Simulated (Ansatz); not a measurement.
Geometry optimisation, Ansatz 0.2.0, RKS LDA/def2-SVP.

Input:

```yaml
crystal:
  periodic: [false, false, false]
  atoms:
    - { symbol: Ga, position_ang: [0.00442, 0.207677, 0.057835] }
    - { symbol: Cl, position_ang: [-0.089737, 0.506432, 2.241669] }
    - { symbol: H, position_ang: [1.363079, 0.074282, -0.660072] }
    - { symbol: Cl, position_ang: [-1.882644, 0.280583, -0.901501] }
    - { symbol: H, position_ang: [-0.225962, -2.442293, 0.815892] }
    - { symbol: H, position_ang: [-0.192656, -1.881481, 1.284577] }
basis:
  gaussian: { orbitals: def2-SVP }
hamiltonian:
  xc: lda
relax:
  f_tol: 0.03
  max_steps: 50
```

Run as:

```bash
$ ansatz run input.yaml --threads 1 --pin off --max-ram 2048MiB --backend cpu --events-out ev --progress --plain --runs-dir out
```

Task: Where does it end, and by what steps?

Result: The run converged. After 5 steps the energy has fallen by 0.160 eV; H5 moved furthest, 0.40 Å.

| step | energy less start (eV) | largest force component (eV/Å) | accepted |
| --- | --- | --- | --- |
| 0 | 0.0000 | 1.559 | yes |
| 1 | -0.1257 | 0.388 | yes |
| 2 | -0.1391 | 0.858 | yes |
| 3 | -0.1531 | 0.127 | yes |
| 4 | -0.1593 | 0.058 | yes |
| 5 | -0.1596 | 0.014 | yes |

```xyz
6
Properties=species:S:1:pos:R:3
Ga -0.013 0.089 0.197
Cl -0.091 0.678 2.248
H 1.329 -0.124 -0.547
Cl -1.878 0.147 -0.822
H -0.222 -2.177 0.519
H -0.149 -1.868 1.244
```

Whether the end is a true minimum wasn't checked by a vibrational analysis.

Run time: 11 s on 1 thread of Arm Neoverse V1 (shared host), peak memory 0.12 GiB.
